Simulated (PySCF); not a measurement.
C₂H₁₂Si₄, SMILES [SiH3][SiH]1C[SiH2][SiH2]C1.

Coordinates come from a PBE-D3(BJ)/def2-SVP optimisation. This is a generated structure with no PubChem entry under its InChIKey; it may be hypothetical. One conformer was computed; it need not be the lowest.

Computed with CAM-B3LYP/def2-TZVP (PySCF).

The molecule is in vacuum.

Computed frontier levels, gap, dipole moment:
- highest occupied level: -8.91 eV
- lowest empty level: 0.74 eV
- orbital gap: 9.65 eV
- dipole moment: 0.118 e·Å
- quadrupole, principal values (traceless, Buckingham form, about the centre of nuclear charge): -5.66, 2.01, 3.66 D·Å
